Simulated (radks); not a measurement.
The nitrogen anion N-, [He] 2s2 2p4, held by a Watson sphere: a shell of charge +1 at radius R that stands for the Madelung well of a crystal (potential energy -1/R inside, -1/r outside, in hartree with lengths in bohr). All-electron calculation, scalar-relativistic Kohn-Sham, LDA (Slater exchange, Perdew-Wang correlation), spin-polarised, spherical densities, point nucleus; open shells are filled with parallel spins first. Program: a radial shooting solver on a logarithmic mesh with Libxc functionals. Response by self-consistent Sternheimer equations with the Hartree and adiabatic LDA kernel, the relativistic mass of each level held fixed and spin-orbit coupling left out. The sphere does not respond.

R (bohr)  e(2s down) (eV)  e(2p up) (eV)  e(2p down) (eV)  <r> 2p (bohr)  sum of <r^2> (bohr^2)  X-ray form factor at sin(theta)/lambda = 0.3 1/angstrom  alpha (bohr^3)
1.61              -17.484         -8.678           -6.336          1.616                  16.71                                                    3.347           10.87
2.26              -15.917         -7.362           -5.168          1.760                  19.01                                                    3.243           15.81
2.54              -15.335         -6.849           -4.694          1.818                  19.87                                                    3.226           18.49
2.58              -15.257         -6.779           -4.629          1.826                  19.99                                                    3.224           18.91
3.15              -14.274         -5.880           -3.777          1.940                  21.54                                                    3.213           25.71
3.92              -13.266         -4.935           -2.855          2.094                  23.38                                                    3.211           38.60
3.95              -13.233         -4.903           -2.824          2.100                  23.45                                                    3.211           39.23
3.98              -13.200         -4.872           -2.793          2.106                  23.51                                                    3.211           39.86

Estimate the row for R = 1.87 bohr.

Answer. e(2s down) (eV) -16.829; e(2p up) (eV) -8.137; e(2p down) (eV) -5.866; <r> 2p (bohr) 1.675; sum of <r^2> (bohr^2) 17.68; X-ray form factor at sin(theta)/lambda = 0.3 1/angstrom 3.290; alpha (bohr^3) 12.65.
